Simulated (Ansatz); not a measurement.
Species: sum formula Si2H3F3, charge 0, multiplicity 1. SMILES: F[SiH2][SiH](F)F
Geometry from a B3LYP-D3(BJ)/def2-TZVP (Ansatz, a first-principles code) optimisation:
```xyz
8

F     -1.8125    -1.5016     0.5221
Si    -1.4275    -0.0227     0.0132
Si     0.9017     0.0560    -0.3318
F      1.2524     1.4963    -0.9345
F      1.6590    -0.0713     1.0694
H     -1.8508     0.9539     1.0401
H     -2.1489     0.2302    -1.2541
H      1.4702    -0.9610    -1.2376
```
Charge 0, spin multiplicity 1.

Property: atomisation energy (electronic, to ground-state atoms), in kcal/mol. Cores are frozen in the correlated levels unless marked. Open shells are spin-unrestricted. No spin-orbit coupling. No relativistic terms. The coupled-cluster limit lacks core correlation, which all-electron functionals hold. CBS(X,Y): correlation extrapolated as X^-3; Hartree-Fock from the larger set.

```tsv
level	program	atomisation energy (kcal/mol)
r2SCAN-D4/def2-TZVPD	Ansatz + dftd4	703.3
r2SCANh/def2-TZVPD	Ansatz	696.4
RPA@PBE/cc-pV(Q+d)Z	Ansatz	[?]
CCSD(T)/CBS(aug-cc-pV(T+d)Z,aug-cc-pV(Q+d)Z)	Ansatz	[?]
```

Question: What belongs in the gaps?

Answer: 
- RPA@PBE/cc-pV(Q+d)Z, atomisation energy (kcal/mol): 659.0
- CCSD(T)/CBS(aug-cc-pV(T+d)Z,aug-cc-pV(Q+d)Z), atomisation energy (kcal/mol): 711.9
